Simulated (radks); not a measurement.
Question: These are the eigenvalues of the occupied orbitals of an atom or ion with whole-number occupations (eV). Calculated with a radial shooting solver on a logarithmic mesh with Libxc functionals: Dirac Kohn-Sham, BLYP, spin-unpolarised, spherical densities, finite nucleus; Fermi nuclear charge, rms radius of each element as measured or else 0.836 A^(1/3) + 0.57 fm.

orbital  eigenvalue
1s1/2     -21949.45
2s1/2     -3172.497
2p1/2     -2933.359
2p3/2     -2802.361
3s1/2     -575.0292
3p1/2     -482.2579
3p3/2     -460.0336
3d3/2     -295.7062
3d5/2     -291.3756
4s1/2      -96.2714
4p1/2      -68.5396
4p3/2      -65.0968
4d3/2      -24.2040
4d5/2      -23.8323

Which element is it, and in what charge state? The configuration may be excited. Open shells, if any, fill j = l - 1/2 first.

Answer: Z = 44, ruthenium, charge +2: Ru2+ in [Kr] 4d6. The list shows which subshells hold electrons but not how many an open one holds; the 1s level, -806.63 hartree, gives Z - s = 40.2 by -(Z - s)^2/2, which with screening and relativity narrows Z to a few neighbours, and the depths of the outer levels then fix element, charge and occupations together.
